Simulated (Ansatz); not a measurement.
Pulling on the Pb1–Cl3 bond in ClHPb (SMILES [Cl][PbH]) (multiplicity 1 held, fragments rigid). Energies count from the point at 2.493 Å.
Geometry at that point (charge 0, multiplicity 1):
```xyz
3

Pb    -0.218    -0.213     0.294
H     -1.378    -0.887    -0.999
Cl     1.133     1.077    -1.357
```

R- and RO- levels are restricted; in cc, def2 and unpolarised 6-31G sets they are followed outwards from rest. Active spaces are followed from a long bond inwards. Levels need not reach the same state.

Frozen-core correlation. Filled d and f shells under p-block atoms count as core.

Codes used: Ansatz (a first-principles code).  In def2 rows elements past Kr take small-core potentials, without spin–orbit coupling.

Task: What is the computed energy at R = 7.978 Å (FIC-MRCISD+Q on CASSCF(6,4)/def2-SVP)?

Result: 319 kJ/mol

Task: Estimate the energy at R = 7.978 Å that R-MP2/def2-SVP returns for this input.

Result: 435 kJ/mol

Doubts at one or more of the structures used: a restricted determinant that unrestricted orbitals would lower (R-MP2/def2-SVP); active orbitals that take no part (FIC-MRCISD+Q on CASSCF(6,4)/def2-SVP).
